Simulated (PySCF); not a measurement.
Ligands exchanged one at a time, B Br-NH2. All species are isolated molecules in the gas phase. Strings in code marks are SMILES.

Quantity: redistribution energy (mixed species minus the weighted end members), in kcal/mol.

Case: 2 of 3 Br replaced by NH2: `NB(N)Br`. The other species in the difference include `BrB(Br)Br` (neutral, multiplicity 1). Geometry of `B(Br)(N)N` (neutral, multiplicity 1, Å):

```xyz
8

N     -1.2312    -0.3409    -0.0029
B     -0.0124     0.3482    -0.0992
N      1.2508    -0.2063     0.1585
Br    -0.0801     2.2416    -0.6381
H     -1.3007    -1.3078     0.2641
H     -2.1116     0.0994    -0.1976
H      2.0963     0.3276     0.0761
H      1.3889    -1.1619     0.4390
```

Estimate the redistribution energy (mixed species minus the weighted end members) that B3LYP-D3(BJ)/def2-TZVP (PySCF) returns for this input.

-9.55 kcal/mol.
